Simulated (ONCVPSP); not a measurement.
**Plane-wave convergence, ONCV potential for tungsten (W)**

```json
{"Element": "tungsten (W)", "Generator": "ONCVPSP 4.0.1", "Type": "optimised norm-conserving Vanderbilt (ONCV)", "Functional": "LDA (Perdew-Wang 92)", "Relativity": "scalar-relativistic", "Frozen core": "[Kr] 4d10 4f14", "Valence charge": "14", "Reference configuration": "5s2 5p6 5d4 6s1 6p1", "Partial waves": "5s+6s: rc 1.95 bohr, ncon 4, nbas 7, qcut 7.7 1/bohr, 2 projectors; 5p+6p: rc 1.65 bohr, ncon 3, nbas 7, qcut 9.7 1/bohr, 2 projectors; 5d: rc 1.85 bohr, ncon 3, nbas 6, qcut 4.6 1/bohr, 3 projectors, debl 1.6 Ha", "Local potential": "polynomial inside 1.05 bohr (lpopt 2, dvloc0 0 Ha)", "Core correction": "Teter function, fcfact 1.5, rcfact 1.8"}
```

Question: For each optimised wave give the share of its norm inside rc, the residual kinetic energy above qcut (Ha) and the cutoffs (Ha) for errors of 10, 1, 0.1 and 0.01 mHa per electron.

Answer:

```
         wave  norm inside rc  residual KE  10 mHa  1 mHa  0.1 mHa  0.01 mHa
           5s           0.982      8.7e-08    12.2   17.1     20.9      23.9
           6s           0.118      1.2e-07    10.1   16.6     21.1      24.7
           5p           0.835      7.3e-08    21.1   28.6     34.5      39.1
           6p           0.026      6.2e-09     6.3   21.0     28.9      35.0
           5d           0.507      5.1e-03     9.6   20.6     40.2      77.7
d projector 2           0.221      1.3e-02    10.9   18.9     36.8      72.8
d projector 3           0.126      2.5e-02    11.9   16.3     35.8      58.9
```

The occupied waves need 29 Ha and 40 Ha for 1 and 0.1 mHa.
